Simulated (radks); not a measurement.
Values are calculated unless marked as measured or tabulated.
Problem. All-electron atom: the phosphorus ion P2+ in [Ne] 3s2 3p1. Code: a radial shooting solver on a logarithmic mesh with Libxc functionals. Model: non-relativistic Kohn-Sham, B86b exchange with PBE correlation, spin-polarised, spherical densities, point nucleus; open shells are filled with parallel spins first. Some entries of the table are withheld. Estimate them.

orbital  occ.  eigenvalue (hartree)  <1/r> (bohr^-1)  <r^2> (bohr^2)
1s up       1             -77.28026            14.57         0.01454
1s down     1             -77.27503            14.57         0.01453
2s up       1              -7.22887            2.810          0.3236
2s down     1              -7.22312            2.809          0.3234
2p up       3              -5.44748            2.710          0.2948
2p down     3              -5.43980            2.710          0.2945
3s up       1              -1.26826           0.7823           3.488
3s down     1              -1.21700           0.7851           3.501
3p up       1                   (1)           0.6836           4.462
3p down     0                   (2)           0.6815           4.544

Solution. 
(1) 3p up eigenvalue (hartree): -0.91533
(2) 3p down eigenvalue (hartree): -0.86495
